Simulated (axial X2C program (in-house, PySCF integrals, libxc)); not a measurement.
# Spectroscopic constants of GeSe

All values were computed with an in-house all-electron X2C program for linear molecules (integrals from PySCF). Spin-free means the one-electron spin-free X2C Hamiltonian; two-component (2c) means X2C with spin–orbit coupling and atomic mean-field two-electron Coulomb and Gaunt terms, so the difference of the two also holds small scalar two-electron terms. Basis: Se dyall-v3z [8s9p6d1f], Ge dyall-v3z [9s9p7d1f] (cores contracted in-house); Gaussian nuclei, density fitting, unrestricted open shells. Masses: Se 79.917 u, Ge 73.921 u.

Input file and command:
```json
{"zs": [34, 32], "q": 0, "bas": ["dyall-v3z", "dyall-v3z"], "levels": ["PBE0", "HF", "PBE50", "B97-3"], "cc": false, "r0": 2.18, "npts": 10, "nst": 2, "ntry": 6}
```
```bash
python so2c.py task.json out
```

Keys: zs atomic numbers; q charge; bas basis sets; levels methods; cc coupled cluster on or off; r0 starting distance in Å; npts points on the curve; nst determinants followed; ntry starts of the search. HF also brings MP2.

State, spin-free: M_S = 0, Λ = 0 (closed shell); electrons by block: σα: 15, σβ: 15, π+α: 7, π+β: 7, π-α: 7, π-β: 7, δ+α: 2, δ+β: 2, δ-α: 2, δ-β: 2. Fragments: Se + Ge.

State, 2c: Ω = 0 (closed shell); electrons by block: 1/2: 22, -1/2: 22, 3/2: 9, -3/2: 9, 5/2: 2, -5/2: 2. Fragments: Se + Ge.

| Hamiltonian | level | Re (Å) | ωe (cm⁻¹) | ωexe (cm⁻¹) | Be (cm⁻¹) | De (eV) | D0 (eV) | μ (D) |
| --- | --- | --- | --- | --- | --- | --- | --- | --- |
| spin-free | PBE0 | 2.134 | 413.2 | 0.749 | 0.09638 | 5.05 | 5.03 | 1.90 |
| spin-free | HF | 2.118 | 440.0 | 0.714 | 0.09787 | 2.72 | 2.69 | 2.47 |
| spin-free | MP2 | 2.143 | 409.5 | 0.729 | 0.09555 | 5.06 | 5.04 | n/a |
| spin-free | PBE50 | 2.112 | 434.7 | 0.729 | 0.09843 | 4.76 | 4.73 | 2.04 |
| spin-free | B97-3 | 2.145 | 407.9 | 0.737 | 0.09537 | 5.04 | 5.01 | 2.05 |
| 2c | PBE0 | 2.135 | 412.3 | 0.753 | 0.09626 | n/a | n/a | 1.90 |
| 2c | HF | 2.119 | 438.8 | 0.721 | 0.09774 | n/a | n/a | 2.46 |
| 2c | MP2 | 2.144 | 409.1 | 0.723 | 0.09546 | n/a | n/a | n/a |
| 2c | PBE50 | 2.113 | 433.7 | 0.734 | 0.09831 | n/a | n/a | 2.04 |
| 2c | B97-3 | 2.147 | 407.0 | 0.741 | 0.09525 | n/a | n/a | 2.05 |

Correlated methods: 20 electrons correlated (number of frozen shells: Se 3 s, 2 p, 1 d; Ge 3 s, 2 p), 176 virtual spin orbitals or spinors in MP2.

Dipoles are positive if Ge is the positive end.

The state is a single determinant with fixed occupations, the lowest that a limited PBE0 search found. The closed shell is kept restricted, so the energy runs too high when the bond is stretched far. De is counted from the lowest determinant-based energies of the atoms at the same level, without counterpoise correction. De is not given where an atomic determinant may have missed its ground term or J level, or where the truncated virtual space spoils (T). The functionals have no current-density term, which raises determinants with orbital currents, atoms included.

Rough cost a point (2c) on 1 thread(s) of a shared host, integrals apart: PBE0 0.9 s, HF 0.6 s, PBE50 0.9 s, B97-3 1 s.

The whole task took 100 s on 1 thread of Arm Neoverse N1, on a shared host.
